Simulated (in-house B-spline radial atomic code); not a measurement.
RPA and G0W0 for the iodine ion I⁷⁺, [Kr] 4d10, as one setting changes: the share of exact exchange in the PBE hybrid start. A dash marks a level of low quasi-particle weight. Computed with an all-electron radial atomic-structure program (B-spline basis): all electrons, scalar-relativistic (spin-free one-electron X2C), finite nucleus, each spin shell either full or empty, empty states to l = 9 with an (l + 1/2)⁻⁴ tail; G0W0 by contour deformation at full frequency.

```json
{"share of exact exchange in the PBE hybrid start": "0", "mean-field level (eV)": "-139.75", "G0W0 level (eV)": "4d -151.81", "RPA correlation (Eh)": "-3.7096"}
{"share of exact exchange in the PBE hybrid start": "0.1", "mean-field level (eV)": "-141.12", "G0W0 level (eV)": "4d -151.85", "RPA correlation (Eh)": "-3.6815"}
{"share of exact exchange in the PBE hybrid start": "0.2", "mean-field level (eV)": "?", "G0W0 level (eV)": "?", "RPA correlation (Eh)": "?"}
{"share of exact exchange in the PBE hybrid start": "0.3", "mean-field level (eV)": "-143.87", "G0W0 level (eV)": "4d -151.91", "RPA correlation (Eh)": "-3.6274"}
{"share of exact exchange in the PBE hybrid start": "0.4", "mean-field level (eV)": "-145.25", "G0W0 level (eV)": "4d -151.93", "RPA correlation (Eh)": "-3.6013"}
{"share of exact exchange in the PBE hybrid start": "0.5", "mean-field level (eV)": "?", "G0W0 level (eV)": "?", "RPA correlation (Eh)": "?"}
{"share of exact exchange in the PBE hybrid start": "0.6", "mean-field level (eV)": "-148.01", "G0W0 level (eV)": "4d -151.97", "RPA correlation (Eh)": "-3.5511"}
{"share of exact exchange in the PBE hybrid start": "0.7", "mean-field level (eV)": "-149.40", "G0W0 level (eV)": "4d -151.98", "RPA correlation (Eh)": "-3.5268"}
{"share of exact exchange in the PBE hybrid start": "0.8", "mean-field level (eV)": "-150.78", "G0W0 level (eV)": "4d -151.99", "RPA correlation (Eh)": "-3.5031"}
{"share of exact exchange in the PBE hybrid start": "0.9", "mean-field level (eV)": "-152.17", "G0W0 level (eV)": "4d -152.00", "RPA correlation (Eh)": "-3.4799"}
{"share of exact exchange in the PBE hybrid start": "1", "mean-field level (eV)": "-153.56", "G0W0 level (eV)": "4d -152.01", "RPA correlation (Eh)": "-3.4572"}
```

(1) What belongs in the row for 0.5?

(2) What belongs in the row for 0.2?

(3) At what share of exact exchange does G0W0 leave the highest level unchanged?

Answers

(1) mean-field level (eV): -146.63; G0W0 level (eV): 4d -151.95; RPA correlation (Eh): -3.5759.

(2) mean-field level (eV): -142.50; G0W0 level (eV): 4d -151.88; RPA correlation (Eh): -3.6541.

(3) Near 0.89, where the shift changes sign (-1.212 eV at 0.8, +0.165 eV at 0.9).
